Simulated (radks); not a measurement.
The numbers below are computed, except where a source is named.
Q: Valence configurations of V I (all share [Ar]). Code: a radial shooting solver on a logarithmic mesh with Libxc functionals. Model: Dirac Kohn-Sham, PBE, spin-unpolarised, spherical densities, point nucleus; open shells fill j = l - 1/2 first. Order these by energy: 3d3 4s1 4p1; 3d2.5 4s1.5 4p1; 4s2 4p3; 3d2 4s2 4p1; 3d1 4s2 4p2; 3d1 4s1 4p3; 3d3 4s2; 3d3.5 4s1.5; 3d3.5 4s1 4p0.5; 3d3 4s1.5 4p0.5.

A: From the lowest, in eV above it: 3d3 4s2 0.000; 3d3.5 4s1.5 0.046; 3d3.5 4s1 4p0.5 1.568; 3d3 4s1.5 4p0.5 1.639; 3d3 4s1 4p1 3.321; 3d2.5 4s1.5 4p1 4.157; 3d2 4s2 4p1 5.770; 3d1 4s2 4p2 16.337; 3d1 4s1 4p3 21.060; 4s2 4p3 32.587. NIST lists [Ar] 3d3 4s2 as the ground configuration; this level of theory agrees among the configurations tried. The energies are those of spherical spin-averaged densities, not of single terms.
